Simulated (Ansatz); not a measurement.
`[AlH2][BH]O[SiH3]` + `CNC` → `C[N](C)[AlH2]` + `BO[SiH3]` at 600 K and 1 bar (cleavage of the Al–B bond).

Calculated with Ansatz (gas phase, PBE0-D4/def2-TZVP geometries, no zero-point term in ΔE). CCSD(T)/CBS is the MP2 limit (def2-TZVPP, def2-QZVPP) plus CCSD(T) − MP2 in def2-TZVPP, frozen cores. This one scheme is used for every species. One conformer a species, not always the lowest.

```tsv
species	CCSD(T)/CBS energy (Eh)	H − E (kJ/mol)	S (J/(mol·K))
`[AlH2][BH]O[SiH3]`	-634.69802	209.2	453.9
`CNC`	-135.00321	284.6	333.5
`C[N](C)[AlH2]`	-377.63984	310.8	403.1
`BO[SiH3]`	-392.11480	178.4	358.6
```

H − E and S are ideal-gas, rigid-rotor, harmonic terms from PBE0-D4/def2-TZVP, for one conformer and one mirror image of each species. 1 Eh = 2625.50 kJ/mol, R = 8.31446 J/(mol·K).

Problem. By hand: ΔE, ΔH, ΔS and ΔG.

Solution. ΔE = (-377.63984) + (-392.11480) − (-634.69802) − (-135.00321) = -0.05341 Eh = -140.2 kJ/mol. Δ(H − E) = 310.8 + 178.4 − 209.2 − 284.6 = -4.6, so ΔH = -144.8 kJ/mol. ΔS = 403.1 + 358.6 − 453.9 − 333.5 = -25.7 J/(mol·K). ΔG = -144.8 − 600 × (-25.7)/1000 = -129.4 kJ/mol.

Problem. By hand: the equilibrium constant, and the temperature at which ΔG would vanish if ΔH and ΔS stayed fixed.

Solution. log₁₀ K = −ΔG/(RT ln 10) = 11.3. ΔG = 0 at ΔH/ΔS = 5634 K, far beyond where these terms or the molecules hold.

ΔH outweighs TΔS. A doubt of 5 kJ/mol in ΔE shifts log₁₀ K by 0.4 here. Other conformers and mirror images would add mixing entropy, several J/(mol·K) or more a flexible species. These are equilibria of isolated gas molecules and say nothing of rates. Largest T1 diagnostic: 0.013 (customary marks: 0.02 for closed shells, 0.045 for open ones).
